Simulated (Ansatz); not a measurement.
Cost and result for the atomization energy of CH₅NSSi (`C=N[SiH2]S`) (9 atoms, 8 bonds).

Cartesian coordinates in Å:
```
C -0.4770 1.0103 1.4133
N 0.2212 0.8002 0.3883
Si -0.1616 -0.3788 -0.8314
S 1.3420 -1.8836 -0.8870
H -1.4096 0.4733 1.6495
H -0.1714 1.7677 2.1444
H -0.2439 0.3547 -2.1158
H -1.4262 -1.1198 -0.5589
H 2.3265 -1.0242 -1.2022
```

Total charge 0; spin multiplicity 1. All single points use the PBE0-D4/def2-TZVP geometry. It is one conformer, not always the lowest. Program: Ansatz. All runs use 2 threads of an Intel Xeon Platinum 8488C on a shared host. Times are those of one run each, without the atoms' runs, and a repeat can differ threefold. Electronic energies, without spin–orbit coupling; frozen cores. CCSD(T)/CBS adds CCSD(T) − MP2 in def2-TZVPP to the MP2 limit, and its time is that of the two runs behind it. T1 = 0.013. B3LYP takes the VWN-RPA correlation (the form of Gaussian; ORCA's B3LYP/G).

CCSD(T)/CBS is a level of theory with its own doubt, some kJ/mol a heavy atom from the limit and from the frozen cores, so smaller differences don't rank the functionals.

| level | functions | wall time |
| --- | --- | --- |
| LDA (SPW92)/def2-TZVPP | 216 | 1.3 s |
| revPBE-D4/def2-TZVPP | 216 | 2 s |
| CCSD(T)/def2-SVP | 89 | 2.6 s |
| PBE0-D4/def2-TZVPP | 216 | 2.8 s |
| BHLYP-D4/def2-TZVPP | 216 | 2.8 s |
| r2SCAN-D4/def2-TZVPP (with forces) | 216 | 3.9 s |
| B3LYP-D4/def2-TZVPP (with forces) | 216 | 4 s |
| B2PLYP/def2-TZVPP | 216 | 4.9 s |
| ωB97X-V/def2-TZVPP | 216 | 6.5 s |
| ωB97M-V/def2-TZVPP (with forces) | 216 | 9 s |
| MP2/def2-QZVPP | 404 | 18 s |
| CCSD(T)/def2-TZVPP | 216 | 52 s |
| CCSD(T)/CBS(def2) | – | 70 s |

Q: What atomization energy does each give, and how far from CCSD(T)/CBS? (Best estimate.)

A: Ansatz gave: 
| level | atomization (kJ/mol) | difference from CCSD(T)/CBS | per bond |
| --- | --- | --- | --- |
| LDA (SPW92)/def2-TZVPP | 3536.8 | 433.3 | 54.2 |
| revPBE-D4/def2-TZVPP | 3089.1 | -14.4 | -1.8 |
| CCSD(T)/def2-SVP | 2873.0 | -230.5 | -28.8 |
| PBE0-D4/def2-TZVPP | 3097.0 | -6.5 | -0.8 |
| BHLYP-D4/def2-TZVPP | 3017.7 | -85.8 | -10.7 |
| r2SCAN-D4/def2-TZVPP (with forces) | 3100.1 | -3.4 | -0.4 |
| B3LYP-D4/def2-TZVPP (with forces) | 3111.3 | 7.8 | 1.0 |
| B2PLYP/def2-TZVPP | 3067.7 | -35.8 | -4.5 |
| ωB97X-V/def2-TZVPP | 3125.8 | 22.3 | 2.8 |
| ωB97M-V/def2-TZVPP (with forces) | 3122.6 | 19.1 | 2.4 |
| MP2/def2-QZVPP | 3097.4 | -6.1 | -0.8 |
| CCSD(T)/def2-TZVPP | 3005.9 | -97.6 | -12.2 |
| CCSD(T)/CBS(def2) | 3103.5 | 0.0 | 0.0 |

From r2SCAN to r2SCAN0 (25 % exact exchange), in def2-TZVPP and without D4, the atomization energy moves by −53.9 kJ/mol: exact exchange takes away binding that semilocal exchange gives to molecules. The D4 term adds +31.3 kJ/mol with B3LYP and +16.3 kJ/mol with PBE0; it sums over pairs of atoms, weighted by their polarisabilities, and B3LYP, whose exchange is more repulsive, gets the larger term. At CCSD(T), def2-SVP lies −230.4 kJ/mol from the extrapolated value and def2-TZVPP −97.6 kJ/mol: correlation converges slowly with the basis, and small sets miss more of it in the bonded molecule than in its fragments.
